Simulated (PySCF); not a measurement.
Compound: C4H6GeOSi.
SMILES with atom numbers: `[CH:1]#[C:2][C:3]#[C:4][GeH2:5][O:6][SiH3:7]` (hydrogens: H8 on C1; H9, H10 on Ge5; H11, H12, H13 on Si7)

Structure used (PBE0-D3(BJ)/def2-SVP), in Å, numbered top down from 1:
```
atom  x, y, z in Å
C1     3.5273   -1.8895    0.6165
C2     2.6327   -1.1316    0.2918
C3     1.6232   -0.2802   -0.0728
C4     0.7229    0.4839   -0.3971
Ge5   -0.6974    1.6513   -0.8845
O6    -2.1656    0.6788   -1.0748
Si7   -2.8471   -0.6155   -0.2862
H8     4.3190   -2.5576    0.9030
H9    -0.9132    2.6739    0.2398
H10   -0.4155    2.2910   -2.2459
H11   -4.0897   -0.9879   -1.0203
H12   -1.9132   -1.7821   -0.2584
H13   -3.1972   -0.2533    1.1232
```

Level: B3LYP/def2-SVPD in PySCF, non-relativistic, on one gas-phase PBE0-D3(BJ)/def2-SVP geometry that isn't relaxed in the solvent. The solvent is an IEF-PCM continuum (cavity from Bondi-type radii × 1.2), and excitations are vertical TDDFT with non-equilibrium linear response and a frozen core. Specific hydrogen bonds and non-electrostatic terms are outside this model. Spin–orbit coupling is left out although an atom past zinc is present.

Gas-phase singlets (H = HOMO, L = LUMO):

```json
{"state": "S1", "E (eV)": "4.326", "λ (nm)": "287", "f": "0.000", "leading configurations": "H→L 92%"}
{"state": "S2", "E (eV)": "4.534", "λ (nm)": "273", "f": "0.003", "leading configurations": "H-1→L 53%, H→L+1 46%"}
{"state": "S3", "E (eV)": "4.607", "λ (nm)": "269", "f": "0.000", "leading configurations": "H-1→L+1 94%"}
{"state": "S4", "E (eV)": "5.753", "λ (nm)": "216", "f": "0.001", "leading configurations": "H-2→L 97%"}
{"state": "S5", "E (eV)": "6.135", "λ (nm)": "202", "f": "0.083", "leading configurations": "H-2→L+1 54%, H-3→L 38%"}
```

Task: Give the list for chloroform (ε = 4.711), n² = 2.09.

Result: 
```csv
state,E (eV),λ (nm),f,leading configurations,change by rank (eV)
S1,4.350,285,0.000,H→L 93%,+0.024
S2,4.554,272,0.003,"H-1→L 53%, H→L+1 45%",+0.020
S3,4.632,268,0.000,H-1→L+1 95%,+0.025
S4,5.779,215,0.001,H-2→L 97%,+0.026
S5,6.143,202,0.316,"H-2→L+1 64%, H-3→L 16%",+0.008
```

Task: What are the lowest 5 singlets in water (ε = 78.36)?

Result: 
```json
{"state": "S1", "E (eV)": "4.362", "λ (nm)": "284", "f": "0.000", "leading configurations": "H→L 93%", "change by rank (eV)": "+0.036"}
{"state": "S2", "E (eV)": "4.570", "λ (nm)": "271", "f": "0.003", "leading configurations": "H-1→L 53%, H→L+1 45%", "change by rank (eV)": "+0.036"}
{"state": "S3", "E (eV)": "4.649", "λ (nm)": "267", "f": "0.000", "leading configurations": "H-1→L+1 95%", "change by rank (eV)": "+0.042"}
{"state": "S4", "E (eV)": "5.789", "λ (nm)": "214", "f": "0.000", "leading configurations": "H-2→L 97%", "change by rank (eV)": "+0.036"}
{"state": "S5", "E (eV)": "6.161", "λ (nm)": "201", "f": "0.223", "leading configurations": "H-2→L+1 75%, H-3→L 9%", "change by rank (eV)": "+0.026"}
```

Task: The ground-state energy changes by -0.141 eV from gas to water. By how much does the total energy of gas-phase S1 change?

Result: E(S1) = E(S0) + excitation energy, so it changes by -0.141 + 0.036 = -0.105 eV: it is lowered less than the ground state, which is what a blue shift means. This is the vertical state, with the slow part of the continuum still set for S0.

Task: How do the frontier levels move from gas to water?

Result: 
```json
{"orbital": "LUMO+2", "gas (eV)": "-0.02", "solvent (eV)": "0.00", "change (eV)": "+0.02", "Löwdin shares, gas": "Si7 18 %, Ge5 15 %, O6 11 %, H9 9 %", "Löwdin shares, solvent": "Si7 25 %, Ge5 16 %, O6 11 %, H13 8 %"}
{"orbital": "LUMO+1", "gas (eV)": "-1.51", "solvent (eV)": "-1.48", "change (eV)": "+0.03", "Löwdin shares, gas": "C4 23 %, C1 23 %, C3 18 %, C2 17 %", "Löwdin shares, solvent": "C4 24 %, C1 23 %, C3 18 %, C2 17 %"}
{"orbital": "LUMO", "gas (eV)": "-1.77", "solvent (eV)": "-1.74", "change (eV)": "+0.03", "Löwdin shares, gas": "C4 21 %, C1 19 %, C3 17 %, C2 13 %", "Löwdin shares, solvent": "C4 22 %, C1 19 %, C3 18 %, C2 13 %"}
{"orbital": "HOMO", "gas (eV)": "-7.47", "solvent (eV)": "-7.49", "change (eV)": "-0.02", "Löwdin shares, gas": "C4 26 %, C1 24 %, C3 20 %, C2 19 %", "Löwdin shares, solvent": "C4 25 %, C1 24 %, C3 20 %, C2 19 %"}
{"orbital": "HOMO-1", "gas (eV)": "-7.54", "solvent (eV)": "-7.57", "change (eV)": "-0.03", "Löwdin shares, gas": "C4 27 %, C1 25 %, C3 20 %, C2 20 %", "Löwdin shares, solvent": "C4 26 %, C1 25 %, C3 20 %, C2 20 %"}
{"orbital": "HOMO-2", "gas (eV)": "-8.34", "solvent (eV)": "-8.35", "change (eV)": "-0.01", "Löwdin shares, gas": "O6 43 %, Si7 18 %, H13 15 %, H12 9 %", "Löwdin shares, solvent": "O6 42 %, Si7 18 %, H13 14 %, H12 8 %"}
{"orbital": "HOMO-3", "gas (eV)": "-8.68", "solvent (eV)": "-8.73", "change (eV)": "-0.05", "Löwdin shares, gas": "O6 35 %, Si7 24 %, H11 17 %, H12 13 %", "Löwdin shares, solvent": "O6 35 %, Si7 24 %, H11 16 %, H12 14 %"}
```

The HOMO–LUMO gap goes from 5.70 to 5.75 eV.

On Arm Neoverse V1, one thread, shared host, this took 36 s. This is the whole response run at B3LYP/def2-SVPD in water, SCF included.
